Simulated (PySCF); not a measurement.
Record of a relaxation.

Species: C2H6O2Se.
SMILES with atom numbers: `[CH3:1][Se:2]([CH3:3])(=[O:4])=[O:5]` (hydrogens: H6, H7, H8 on C1; H9, H10, H11 on C3)

Computed by this run: PySCF 2.14.0, PBE0-D3(BJ)/def2-SVP geometry optimisation, gas phase; density fitting, grid level 1; the optimiser is geomeTRIC in internal coordinates, started from a GFN2-xTB structure with every atom displaced at random (about 0.01 Å). The frame can shift and turn from step to step; on so coarse a grid that alone can change the energy by a few meV, and forces under 0.02 eV/Å are noise.

Step 0: E = -71584.9722 eV, largest atomic force 1.948 eV/Å
```
atom  x, y, z in Å  |  force x, y, z in eV/Å
C1      1.479    0.579   -0.085   -1.466   1.134  -0.602
Se2     0.053   -0.704   -0.399    0.178   0.549   0.138
C3     -1.533    0.049    0.444    1.465  -0.003   0.870
O4      0.475   -2.053    0.307    0.256  -1.039   1.269
O5     -0.201   -0.844   -1.956   -0.355   0.527  -1.232
H6      1.177    1.548   -0.559    0.236  -0.615   0.237
H7      2.359    0.190   -0.562    0.613  -0.443  -0.392
H8      1.629    0.720    0.974    0.080  -0.069   0.684
H9     -2.311   -0.668    0.307   -0.792  -0.759  -0.304
H10    -1.759    0.993   -0.011   -0.229   0.731  -0.466
H11    -1.330    0.165    1.523    0.015  -0.014  -0.203
```

Step 1: E = -71585.1224 eV, largest atomic force 0.669 eV/Å
```
atom  x, y, z in Å  |  force x, y, z in eV/Å
C1      1.274    0.831   -0.079    0.401  -0.333  -0.073
Se2     0.221   -0.749   -0.370   -0.086  -0.430  -0.049
C3     -1.441   -0.204    0.421   -0.306  -0.089  -0.061
O4      0.809   -2.010    0.459   -0.166   0.602  -0.238
O5      0.001   -0.838   -1.966    0.037  -0.032   0.263
H6      0.777    1.634   -0.636    0.074   0.069   0.049
H7      2.249    0.581   -0.537   -0.148   0.222   0.133
H8      1.386    1.040    0.995   -0.044  -0.018  -0.127
H9     -2.190   -0.990    0.221    0.196   0.117  -0.024
H10    -1.743    0.743   -0.055    0.007  -0.129   0.054
H11    -1.297   -0.090    1.501    0.035   0.020   0.072
```

Step 2: E = -71585.1500 eV, largest atomic force 0.131 eV/Å
```
atom  x, y, z in Å  |  force x, y, z in eV/Å
C1      1.302    0.826   -0.091    0.003  -0.121  -0.050
Se2     0.204   -0.732   -0.374    0.059  -0.036  -0.069
C3     -1.466   -0.212    0.423   -0.018   0.059   0.026
O4      0.800   -1.963    0.472    0.000   0.083   0.024
O5     -0.014   -0.850   -1.963   -0.040  -0.008   0.063
H6      0.832    1.653   -0.636    0.019   0.066   0.029
H7      2.278    0.587   -0.534   -0.027  -0.010   0.010
H8      1.407    1.027    0.982   -0.037  -0.003   0.015
H9     -2.184   -1.018    0.221    0.058  -0.022  -0.034
H10    -1.795    0.721   -0.053   -0.030  -0.007   0.008
H11    -1.320   -0.093    1.505    0.014  -0.001  -0.022
```

Step 3: E = -71585.1548 eV, largest atomic force 0.104 eV/Å
```
atom  x, y, z in Å  |  force x, y, z in eV/Å
C1      1.305    0.823   -0.096   -0.037   0.014  -0.028
Se2     0.201   -0.725   -0.376    0.005   0.084  -0.036
C3     -1.469   -0.210    0.421    0.026   0.041   0.011
O4      0.803   -1.937    0.487    0.043  -0.066   0.068
O5     -0.027   -0.862   -1.961   -0.025  -0.019  -0.021
H6      0.852    1.667   -0.632    0.007   0.011   0.018
H7      2.281    0.579   -0.533    0.028  -0.024  -0.007
H8      1.402    1.015    0.979   -0.009  -0.006   0.020
H9     -2.166   -1.032    0.219   -0.017  -0.030  -0.002
H10    -1.818    0.714   -0.057   -0.015   0.004  -0.010
H11    -1.318   -0.085    1.501   -0.007  -0.008  -0.012
```

Step 4: E = -71585.1558 eV, largest atomic force 0.039 eV/Å
```
atom  x, y, z in Å  |  force x, y, z in eV/Å
C1      1.307    0.825   -0.099   -0.011   0.029  -0.006
Se2     0.202   -0.722   -0.376   -0.015   0.026  -0.002
C3     -1.471   -0.209    0.419    0.019   0.011  -0.008
O4      0.808   -1.925    0.499    0.018  -0.025   0.024
O5     -0.033   -0.873   -1.958   -0.001  -0.008  -0.010
H6      0.862    1.676   -0.631   -0.004  -0.004   0.001
H7      2.284    0.575   -0.532    0.009  -0.012   0.001
H8      1.400    1.011    0.978    0.003  -0.006   0.004
H9     -2.159   -1.041    0.221   -0.010  -0.008   0.006
H10    -1.831    0.708   -0.064   -0.001  -0.001  -0.011
H11    -1.322   -0.079    1.498   -0.007  -0.002   0.001
```

Step 5: E = -71585.1560 eV, largest atomic force under 0.02 eV/Å
```
atom  x, y, z in Å  |  force x, y, z in eV/Å
C1      1.307    0.827   -0.101    0.001   0.014   0.002
Se2     0.203   -0.721   -0.374   -0.004  -0.009   0.009
C3     -1.472   -0.209    0.417    0.003  -0.003  -0.007
O4      0.813   -1.919    0.508   -0.001   0.004   0.000
O5     -0.032   -0.881   -1.955    0.007  -0.002   0.003
H6      0.863    1.678   -0.632   -0.004  -0.005  -0.005
H7      2.284    0.574   -0.532   -0.002   0.000   0.002
H8      1.398    1.012    0.977    0.004  -0.001  -0.003
H9     -2.157   -1.044    0.223   -0.002   0.002   0.005
H10    -1.835    0.704   -0.073    0.002  -0.003  -0.007
H11    -1.325   -0.073    1.495   -0.004   0.004   0.000
```

Q: Summarise the path.

A: The energy falls by 4.24 kcal/mol from step 0 to step 5; nine tenths of that is first reached at step 2. It falls at every step. The largest force goes from 1.948 to under 0.02 eV/Å. Among the bonds C3–H9 changes most, from 1.067 to 1.098 Å; the atoms move by 0.066 Å rms after alignment.

Q: Follow the three bonds and two angles with the largest change from start to end.

A: 
```json
{"step": "0", "E above end (kcal/mol)": "4.24", "largest force (eV/Å)": "1.948", "C3–H9 (Å)": "1.067", "Se2=O4 (Å)": "1.580", "Se2–C3 (Å)": "1.947", "O4–Se2–O5 (°)": "114.0", "C3–Se2–O4 (°)": "110.7"}
{"step": "1", "E above end (kcal/mol)": "0.77", "largest force (eV/Å)": "0.669", "C3–H9 (Å)": "1.104", "Se2=O4 (Å)": "1.620", "Se2–C3 (Å)": "1.919", "O4–Se2–O5 (°)": "120.8", "C3–Se2–O4 (°)": "108.9"}
{"step": "2", "E above end (kcal/mol)": "0.14", "largest force (eV/Å)": "0.131", "C3–H9 (Å)": "1.098", "Se2=O4 (Å)": "1.608", "Se2–C3 (Å)": "1.923", "O4–Se2–O5 (°)": "120.9", "C3–Se2–O4 (°)": "108.1"}
{"step": "3", "E above end (kcal/mol)": "0.03", "largest force (eV/Å)": "0.104", "C3–H9 (Å)": "1.097", "Se2=O4 (Å)": "1.605", "Se2–C3 (Å)": "1.921", "O4–Se2–O5 (°)": "121.3", "C3–Se2–O4 (°)": "107.8"}
{"step": "4", "E above end (kcal/mol)": "0.00", "largest force (eV/Å)": "0.039", "C3–H9 (Å)": "1.097", "Se2=O4 (Å)": "1.607", "Se2–C3 (Å)": "1.922", "O4–Se2–O5 (°)": "121.4", "C3–Se2–O4 (°)": "107.7"}
{"step": "5", "E above end (kcal/mol)": "0.00", "largest force (eV/Å)": "under 0.02", "C3–H9 (Å)": "1.098", "Se2=O4 (Å)": "1.607", "Se2–C3 (Å)": "1.922", "O4–Se2–O5 (°)": "121.4", "C3–Se2–O4 (°)": "107.7"}
```

The cost below is that of the whole optimisation. On Arm Neoverse V2, one thread, shared host, this took 28 s wall and 0.49 GiB of memory at its peak.
